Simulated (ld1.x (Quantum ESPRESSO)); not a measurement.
Before and after: TM semilocal potential for oxygen (O)

- Element: O
- Generator: ld1.x (Quantum ESPRESSO) 7.5
- Type: norm-conserving Troullier–Martins (semilocal form)
- Functional: LDA (PZ)
- Relativity: scalar-relativistic
- Frozen core: [He]
- Valence charge: 6
- Reference configuration: 2s2 2p4
- Partial waves: 2p (bound): rc 1.50 bohr; 2s (bound): rc 0.65 bohr
- Local potential: the s channel
- Core correction: none

Change: all radii scaled by about 0.83 (s 0.54, p 1.24 bohr).

Cutoffs: the cutoffs (Ry, on a coarse ladder) from which the occupation-weighted sum of valence levels, in a spherical-Bessel basis at the reference potential, stays within 10 and 1 mRy of its value at 400 Ry; they do not see the model core or the augmentation charge, which bear on the density cutoff. Errors are all-electron minus pseudo energies relative to the spin-unpolarised reference configuration.

What does the change do?

Of the 9 tests that both files solve, the error grows in 4 and shrinks in 4 by more than 15 % and 0.3 meV (median size 80.3 → 72.4 meV); neither file shows a bound ghost. A semilocal file is local in each channel, so a ghost entry of none says nothing of the separable form that plane-wave codes build from it.

| quantity | base | changed |
| --- | --- | --- |
| cutoff, loose | 140 Ry | 260 Ry |
| cutoff, tight | 300 Ry | over 300 Ry |
| loose cutoff by channel (10 mRy a level) | p 50 Ry, s 80 Ry | p 70 Ry, s 230 Ry |
| bound ghosts | none | none |
| error for 2s2 2p3, meV [ΔE 16.58 eV] | +3.0 | +2.6 |
| error for 2s2 2p2, meV [ΔE 50.29 eV] | +124 | +72 |
| error for 2s2 2p1, meV [ΔE 104.26 eV] | +708 | +419 |
| error for 2s1 2p5, meV [ΔE 14.58 eV] | +20 | +27 |
| error for 2s2 2p4.3, meV [ΔE -2.17 eV] | -0.6 | -0.1 |
| error for 2s0 2p6, meV [ΔE 29.23 eV] | +80 | +108 |
| error for 2s1 2p4, meV [ΔE 31.42 eV] | -44 | -5.3 |
| error for 2s2 2p4 (spin-polarised), meV [ΔE -1.41 eV] | +97 | +124 |
| error for 2s2 2p3 (spin-polarised), meV [ΔE 12.57 eV] | +293 | +394 |
